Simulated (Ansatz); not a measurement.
Tetramethylammonium tetracyanoborate, `C[N+](C)(C)C.N#C[B-](C#N)(C#N)C#N`. Total charge 0; singlet. Geometry PBE-D4/def2-SVP.

```csv
atom,x (Å),y (Å),z (Å)
C1,0.356,-1.844,-2.226
N2,0.493,-1.153,-0.903
C3,1.158,-2.060,0.097
C4,-0.879,-0.785,-0.393
C5,1.339,0.086,-1.073
H6,-0.259,-2.753,-2.098
H7,-0.136,-1.155,-2.936
H8,1.360,-2.115,-2.600
H9,2.147,-2.357,-0.295
H10,1.273,-1.496,1.045
H11,0.524,-2.953,0.246
H12,-1.318,-0.018,-1.054
H13,-1.503,-1.696,-0.371
H14,-0.780,-0.379,0.626
H15,0.794,0.820,-1.694
H16,2.296,-0.212,-1.539
H17,1.516,0.520,-0.073
N18,-0.991,4.562,3.325
C19,-0.980,3.593,2.666
B20,-0.955,2.285,1.773
C21,-2.282,1.401,1.893
N22,-3.195,0.663,1.898
C23,0.260,1.301,2.152
N24,1.096,0.485,2.271
C25,-0.751,2.596,0.212
N26,-0.582,2.663,-0.948
```

B3LYP takes the VWN-RPA correlation.

(1) Estimate the orbital energies around the gap (eV) in Ansatz with HF/def2-TZVP, PBE-D4/def2-SVP, PBE-D4/def2-TZVP, r2SCAN-D4/def2-TZVP, B3LYP-D4/6-31G.

## Answers

(1) 
```csv
orbital,HF/def2-TZVP,PBE-D4/def2-SVP,PBE-D4/def2-TZVP,r2SCAN-D4/def2-TZVP,B3LYP-D4/6-31G
HOMO−5,-12.70,-7.81,-8.06,-8.36,-9.01
HOMO−4,-12.53,-7.61,-7.88,-8.21,-8.81
HOMO−3,-12.35,-7.49,-7.74,-8.05,-8.65
HOMO−2,-12.21,-7.22,-7.56,-7.95,-8.49
HOMO−1,-11.99,-7.16,-7.44,-7.75,-8.32
HOMO,-11.95,-7.11,-7.39,-7.71,-8.27
LUMO,2.02,-1.40,-1.70,-1.44,-0.47
LUMO+1,3.19,-1.07,-1.38,-1.06,-0.11
LUMO+2,3.32,-0.88,-1.21,-0.99,0.02
LUMO+3,3.47,-0.60,-0.95,-0.79,0.32
LUMO+4,3.64,-0.27,-0.60,-0.40,0.69
LUMO+5,3.74,-0.11,-0.57,-0.27,0.87
```
